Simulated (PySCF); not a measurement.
Compound: SiHMe2(NHEt), C₄H₁₃NSi.
InChI=1S/C4H13NSi/c1-4-5-6(2)3/h5-6H,4H2,1-3H3

A linear-response calculation (PySCF, def2-SVPD basis, gas phase, vertical, core orbitals frozen in the response) gave these numbers; the functional is withheld.

Orbital energies (eV): HOMO-3 -9.01, HOMO-2 -8.56, HOMO-1 -8.43, HOMO -6.30, LUMO 0.35, LUMO+1 0.73, LUMO+2 0.86.

| state | E (eV) | f | main configurations (H = HOMO, L = LUMO) |
| --- | --- | --- | --- |
| S1 | 5.71 | 0.020 | H→L (94%) |
| S2 | 6.17 | 0.0029 | H→L+1 (77%), H→L+2 (22%) |
| S3 | 6.37 | 0.015 | H→L+2 (70%), H→L+1 (21%) |
| S4 | 6.74 | 0.013 | H→L+3 (95%) |
| S5 | 7.04 | 0.057 | H→L+4 (95%) |
| S6 | 7.28 | 0.033 | H→L+6 (73%), H→L+5 (19%) |

Triplets, Tamm–Dancoff:

| state | E (eV) | λ (nm) | main configurations (H = HOMO, L = LUMO) |
| --- | --- | --- | --- |
| T1 | 5.55 | 223.4 | H→L (84%), H→L+2 (9%) |
| T2 | 6.07 | 204.1 | H→L+1 (62%), H→L+2 (31%) |
| T3 | 6.17 | 200.8 | H→L+2 (47%), H→L+1 (35%), H→L (10%) |
| T4 | 6.61 | 187.4 | H→L+3 (86%) |

Vertical ionisation energy by ΔSCF with the same functional: 8.45 eV. Mean static polarisability: 86.9 au.

Question: Name the functional.
A. wB97X-D
B. HF
C. PBE
D. B3LYP

Answer: D. B3LYP is a global hybrid with 20% exact exchange. In this run −ε(HOMO) = 6.30 eV differs from the ΔSCF value by -2.15 eV, and S1 differs from the orbital gap of 6.66 eV by -0.95 eV. The ratio −ε(HOMO)/IP is 0.75. Small neutral molecules mostly give 0.67 to 0.83 with B3LYP, 0.5 to 0.7 with PBE, 0.89 to 0.99 with wB97X-D; Hartree–Fock can't fall below 1, since the ion's relaxation only lowers the ΔSCF value. The other options: PBE, a GGA without exact exchange; HF, time-dependent Hartree–Fock, 100% exact exchange; wB97X-D, range-separated, 22% exact exchange at short range and 100% at long range (ω = 0.2 bohr⁻¹).

Method: TDDFT B3LYP/def2-SVPD, vertical, gas phase, core orbitals frozen in the response (PySCF 2.14.0, density-fitted response routines). Geometry: PBE0-D3(BJ)/def2-SVP, one conformer, isolated molecule.
